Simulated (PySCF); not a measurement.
**Relative stability**

The two ends of one reaction step of Si$_{2}$H$_{4}$OF$_{2}$, singlet (PBE0-D4/def2-TZVP).

A:

```tsv
atom	x (Å)	y (Å)	z (Å)
Si1	-1.3707	-1.6336	0.0393
F2	0.1066	-1.9296	0.6752
F3	-0.9896	-1.7842	-1.5287
H4	-1.4382	1.0067	0.2641
O5	-0.7632	0.3851	-0.0217
Si6	0.8636	0.8747	0.0324
H7	0.8603	2.3118	-0.3356
H8	1.3984	0.7052	1.3998
H9	1.5756	0.0557	-0.9621
```

B:

```xyz
9
angstrom
Si -1.3284 -0.8348 0.1824
F -0.8625 -1.9176 1.2384
F -1.4431 -1.5799 -1.2079
H -2.6425 -0.3148 0.5638
O -0.2470 0.3405 0.0872
Si 1.3028 0.8714 -0.0716
H 1.2834 2.0926 -0.9096
H 1.8397 1.1876 1.2734
H 2.1334 -0.1771 -0.7141
```

PySCF 2.14 with density fitting (its default auxiliary sets; JK sets also for MP2 and CCSD(T)); basis: def2-TZVPP; cores frozen in the correlated methods. B3LYP uses VWN-RPA correlation.

(1) Which structure is lower at CCSD(T), and by how much? (Judge from chemistry; the value comes from the calculation.)

The T1 diagnostic stays at or below 0.013.

Answers

(1) By the calculation: B, by 250.2 kJ/mol (electronic energy, against the other). By their contacts, A is Si₂H₄OF₂ ([F][Si]([F])[OH][SiH3]) and B is Si₂H₄OF₂ ([F][SiH]([F])[O][SiH3]).

All methods give the same order:

| method | E(B) − E(A) (kJ/mol) |
| --- | --- |
| SPW92 | -219.2 |
| PBE-D4 | -217.1 |
| r2SCAN-D4 | -253.6 |
| PBE0-D4 | -239.9 |
| B3LYP-D4 | -236.9 |
| BHLYP-D4 | -260.2 |
| wB97M-V | -230.0 |
| HF | -288.7 |
| MP2 | -261.6 |
| CCSD | -255.7 |
| CCSD(T) | -250.2 |

Labels in which every atom is bracketed show which atoms are joined, not bond orders.

For scale, one of the runs: CCSD(T)/def2-TZVPP, 233 basis functions, launched by `OMP_NUM_THREADS=4 python run.py`. The run took 29 min on 4 CPU threads of an Intel Xeon (shared host), with 4.8 GiB of host memory at its peak.
